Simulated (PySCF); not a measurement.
A GIAO shielding run with PySCF 2.14.0 with density-fitted response routines (density fitting, non-relativistic, gas phase) on `C(C#C)N(C=O)[SiH2]C`, C5H9NOSi:

```
{"job": {"kind": "nmr", "xc": "PBE0", "basis": "pcSseg-1"}, "charge": 0, "multiplicity": 1}
C      1.406698     2.551883     0.767964
C      1.585099     1.490776     0.244582
C      1.735434     0.173444    -0.350566
N      0.601011    -0.670609    -0.046232
C      0.551853    -1.380457     1.081662
O     -0.421661    -2.040423     1.374000
Si    -0.896775    -0.797432    -0.989818
C     -2.315265     0.074065    -0.093164
H      1.274935     3.493454     1.211788
H      2.653270    -0.292064     0.029722
H      1.816537     0.272926    -1.436521
H      1.455253    -1.337024     1.716309
H     -0.530008    -0.070391    -2.214663
H     -1.103417    -2.211191    -1.279089
H     -2.061907     1.107757     0.131707
H     -3.214192     0.073682    -0.701144
H     -2.543862    -0.426365     0.842476
```

Hardware: 1 thread of an Arm Neoverse N1, shared host. The job also computes population analyses, field gradients.

(1) How large is the calculation?

(2) How long does it take?

Results:

(1) 68 electrons, 188 basis functions and 991 auxiliary functions.

(2) 46 s of wall time, with 15 SCF cycles and 5 response iterations. Times on a shared host scatter by some tens of per cent.
